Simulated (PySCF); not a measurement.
Positional isomers: styrene fluoro+silyl. All species are isolated molecules in the gas phase. One relaxed conformer stands for each flexible species; it need not be the lowest. Strings in code marks are SMILES.

Calculation: PBE-D3(BJ)/def2-TZVP // PBE0-D3(BJ)/def2-SVP (PySCF). Delta-SCF ions had no search for a lower state. Excitations are Tamm–Dancoff values on a coarser integration grid. The basis has no diffuse functions, so Rydberg states are missing or too high.

```csv
species,S1 oscillator strength,S1–T1 gap (TDA) (eV),T1 excitation (TDA) (eV),LUMO (eV),vertical ionisation energy (Delta-SCF) (eV)
`C=C([SiH3])c1ccccc1F` (Si–C–C–C torsion 145°),0.049,1.08,3.26,-2.20,8.36
`c1(F)cc([SiH3])cc(C=C)c1` (C–C–C–C torsion 1°),?,1.18,3.06,-2.39,?
`c1c(ccc(F)c1[SiH3])C=C` (C–C–C–C torsion 1°),0.029,1.19,?,-2.18,8.15
`C=Cc1ccc([SiH3])c(F)c1` (C–C–C–C torsion 179°),0.059,1.25,?,?,8.30
```

**Question.** Fill in the missing entries.

**Answer.** 
- `c1(F)cc([SiH3])cc(C=C)c1` (C–C–C–C torsion 1°), S1 oscillator strength: 0.063
- `c1(F)cc([SiH3])cc(C=C)c1` (C–C–C–C torsion 1°), vertical ionisation energy (Delta-SCF) (eV): 8.38
- `c1c(ccc(F)c1[SiH3])C=C` (C–C–C–C torsion 1°), T1 excitation (TDA) (eV): 3.05
- `C=Cc1ccc([SiH3])c(F)c1` (C–C–C–C torsion 179°), T1 excitation (TDA) (eV): 3.03
- `C=Cc1ccc([SiH3])c(F)c1` (C–C–C–C torsion 179°), LUMO (eV): -2.42
